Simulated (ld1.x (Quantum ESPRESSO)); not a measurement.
**Reading a pseudo-wave (magnesium (Mg))**

Columns: radius, all-electron u(r) and pseudo u(r) of the 2p shell (level -46.61 eV) of magnesium in the configuration [He] 2s2 2p6 3s2 3p0; PBE, scalar-relativistic, PAW scheme, ld1.x (Quantum ESPRESSO) 7.5.

| r (bohr) | all-electron | pseudo |
| --- | --- | --- |
| 0.078 | 0.2065 | 0.0123 |
| 0.155 | 0.5386 | 0.0474 |
| 0.232 | 0.8191 | 0.1027 |
| 0.310 | 1.0111 | 0.1746 |
| 0.388 | 1.1157 | 0.2568 |
| 0.465 | 1.1509 | 0.3416 |
| 0.542 | 1.1382 | 0.4237 |
| 0.620 | 1.0930 | 0.4981 |
| 0.698 | 1.0281 | 0.5587 |
| 0.775 | 0.9536 | 0.6013 |
| 0.852 | 0.8747 | 0.6252 |
| 0.930 | 0.7945 | 0.6300 |
| 1.008 | 0.7167 | 0.6166 |
| 1.085 | 0.6440 | 0.5885 |
| 1.162 | 0.5761 | 0.5493 |
| 1.240 | 0.5128 | 0.5022 |
| 1.318 | 0.4551 | 0.4521 |
| 1.395 | 0.4035 | 0.4030 |
| 1.472 | 0.3569 | 0.3569 |
| 1.550 | 0.3147 | 0.3147 |
| 1.628 | 0.2770 | 0.2770 |
| 1.705 | 0.2439 | 0.2439 |
| 1.782 | 0.2145 | 0.2145 |
| 1.860 | 0.1882 | 0.1882 |
| 1.938 | 0.1650 | 0.1650 |
| 2.015 | 0.1449 | 0.1449 |

Problem. How many radial nodes do the two functions have?

Solution. The all-electron 2p function has n − l − 1 = 0; the pseudo-wave has 0.

Problem. At about which radius was the pseudo-wave matched?

Solution. 1.55 bohr. The columns agree to 0.0005 from 1.47 bohr on; several derivatives are matched, so the curves merge somewhat inside the radius.

Problem. Where does each function peak?

Solution. Outermost all-electron maximum near 0.47 bohr, pseudo maximum near 0.93 bohr (to the table’s step).

Problem. Is the pseudo-wave norm-conserving?

Solution. No, it belongs to a PAW set: the norm inside the radius is not constrained, and the difference is carried by the augmentation charge.
